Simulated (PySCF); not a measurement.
Gas-phase reaction: GeO + 4 GeF3 → 5 GeF2 + F2O

Energies from PySCF, thermal terms from the rigid-rotor harmonic-oscillator model, ideal gas at 1 bar. † marks an energy on the PBE0/def2-TZVP geometry and frequencies; other levels use their own. MP2 freezes the core. 6-31G* has spherical d functions here. Open shells (unrestricted): GeF3 (multiplicity 2); the rest are closed-shell singlets. B3LYP is the form with VWN-RPA correlation. Ge: all electrons, no relativistic terms. GeF3: computed as isolated molecules; such fragments, hydroxides, amides, oligomers or adducts are transient or little studied in the gas. MP2 isn't extrapolated to the basis-set limit; its ΔH°(298 K) is 556.4 kJ in def2-SVP and 544.9 kJ in def2-TZVPP. The harmonic model lacks anharmonicity and excited electronic states, which grow with temperature; levels with a mode under 35 cm⁻¹ are left out.

| level | ΔE electronic, kJ | ΔH°(298 K), kJ | ΔS°(298 K), J/K | ΔG°(1000 K), kJ |
|---|---|---|---|---|
| B3LYP/6-31G* | 314 | 306 | 176 | 139 |
| B3LYP/def2-TZVP† | 340 | 331 | 178 | 162 |
| HF/6-31G* | 557 | 548 | 184 | 373 |
| HF/def2-TZVP† | 611 | 602 | 178 | 432 |
| MP2/def2-SVP† | 565 | 556 | 178 | 387 |
| MP2/def2-TZVPP† | 554 | 545 | 178 | 375 |
| PBE/def2-SVP | 338 | 330 | 173 | 166 |
| PBE/def2-TZVP† | 338 | 329 | 178 | 159 |
| PBE0/def2-SVP† | 398 | 389 | 178 | 220 |
| PBE0/def2-TZVP | 409 | 400 | 178 | 231 |
| ωB97X-V/def2-TZVP† | 388 | 380 | 178 | 210 |
ΔH° is lowest at B3LYP/6-31G* and highest at HF/def2-TZVP†. No reference value is set beside these.
